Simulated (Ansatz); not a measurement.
Consider the ligand exchange at the In–S bond: `[SH][In]([Cl])[Cl]` + `O[SiH3]` → `[SiH3][O][In]([Cl])[Cl]` + H₂S.

Gas-phase electronic energies from Ansatz, PBE0-D4/def2-TZVP geometries. CCSD(T)/CBS adds triple-zeta CCSD(T) − MP2 to the extrapolated MP2 energy (def2 sets, frozen cores). This one scheme is used for every species. DFT in def2-TZVPP. B3LYP here is the variant with VWN-RPA as its local correlation; programs differ in this. def2 core potentials past Kr. For In outer-core shells are correlated without core-valence functions, which leaves a few kJ/mol of doubt a bond. One conformer a species, not always the lowest.

```csv
level,ΔE (kcal/mol),difference from CCSD(T)/CBS
LDA (SPW92),16.0,4.0
r2SCAN-D4,14.0,2.0
PBE0-D4,15.3,3.3
BHLYP-D4,13.3,1.3
B2PLYP,13.0,1.0
PBE-QIDH,14.3,2.3
PBE,15.2,3.2
PBE0,15.6,3.6
B3LYP,13.9,1.9
MP2/def2-SVP,9.7,-2.3
CCSD(T)/def2-SVP,9.6,-2.4
HF/def2-TZVPP,12.5,0.5
CCSD/def2-TZVPP,12.1,0.1
HF/def2-QZVPP,11.9,-0.1
HF/CBS(def2),11.8,-0.2
CCSD/CBS(def2),12.0,0.0
CCSD(T)/CBS,12.0,0
```

Largest T1 diagnostic among the species: 0.014.

At CCSD(T), def2-SVP lies −2.4 kcal/mol from the extrapolated value and def2-TZVPP +0.0 kcal/mol. Leaving LDA and LC-ωPBE aside and taking each functional with its dispersion term where it has one, the values, not all of them listed here, spread over 3.1 kcal/mol, from CAM-B3LYP-D4 to HSE06-D4. From r2SCAN to r2SCAN0 (25 % exact exchange), in def2-TZVPP and without D4, ΔE moves by +0.8 kcal/mol.
